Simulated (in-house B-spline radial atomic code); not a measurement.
The numbers below are computed, except where a source is named.
# Ti in an electron gas of r_s = 2.67: phase shifts, screening, friction and resistivity

A nucleus sits in a uniform electron gas with a rigid positive background. The Kohn-Sham equations are solved self-consistently in the spin-unpolarised LDA (PW92), non-relativistic, on B-splines with outgoing waves at the boundary and partial waves to l = 8. The model has no lattice, no bands and no magnetic solution. Atomic units; δ_l are the phase shifts at the Fermi level, counted so that each bound state adds π, and good to about 0.0005. A narrow, partly filled d or f resonance in a thin gas would split by spin, so such rows rest on a solution that is probably unstable.

The density parameter is r_s = 2.67 bohr, near that of the valence electrons of Cu (1 per atom, density 8.96 g/cm³, mass 63.55 u, which gives r_s = 2.67).

```csv
l,δ_l (rad)
0,9.1303
1,6.3131
2,1.3279
3,-0.0180
4,-0.0030
5,-0.0006
6,-0.0004
7,-0.0003
8,-0.0003
```

Bound levels below the band bottom (hartree): s -176.8, s -18.92, p -15.75, s -1.759, p -0.9325.

Task: Check the Friedel sum rule, and say where the screening charge sits.

Result: k_F = (9π/4)^(1/3)/r_s = 0.71879. The rule is Z = (2/π) Σ (2l + 1) δ_l. The terms are s 5.813, p 12.057, d 4.227, f -0.080 and -0.031 beyond, in all 21.985 against Z = 22. Bound states hold 6 s, 12 p, 0 d electrons, so the scattering states carry 3.99 in all; where a term is smaller than its bound count, the bound level has drawn weight out of the band.

Task: Find the transport cross section and the electronic stopping of a 5 keV Ti ion (mass 47.87 u).

Result: σ_tr = (4π/k_F²) Σ (l + 1) sin²(δ_l − δ_(l+1)). The terms for l = 0 to 3 are 0.1016, 1.8548, 2.8508, 0.0009, all together 4.8081, so σ_tr = 24.323 × 4.8081 = 116.946 bohr². With n = 3/(4π r_s³) = 0.01254, the friction coefficient is Q = n k_F σ_tr = 1.0543. For v well below v_F = 0.719, dE/dx = Q v; with 24801 eV per u at v = 1, v = √(5000/(24801 × 47.87)) = 0.0649, so dE/dx = 0.06842 hartree/bohr = 35.2 eV/nm. The largest term couples the d and f waves.

Task: What residual resistivity would 1 atomic per cent of such centres give in Cu?

Result: Δρ = k_F n_i σ_tr/n in atomic units of 21.74 μΩ·cm. With one host atom per 1 electron, n_i/n = 0.01/1, so Δρ = 0.7188 × 0.01000 × 116.946 × 21.74 = 18.27 μΩ·cm. This is an atom added to the gas, as on an interstitial site.

Task: On a substitutional site the background of one host ion, a sphere holding 1 charge, is taken out. The phase shifts for l = 0 to 4 become 9.0402, 6.2584, 1.0675, -0.0192, -0.0034. What follows?

Result: The Friedel sum is now 20.99, for Z − 1 = 21. The sum in σ_tr is 4.0511, so σ_tr = 98.53 bohr² and Δρ = 15.40 μΩ·cm per atomic per cent, 0.84 times the value above. A real host ion scatters too, so this model doesn't give zero even for the host's own atom.
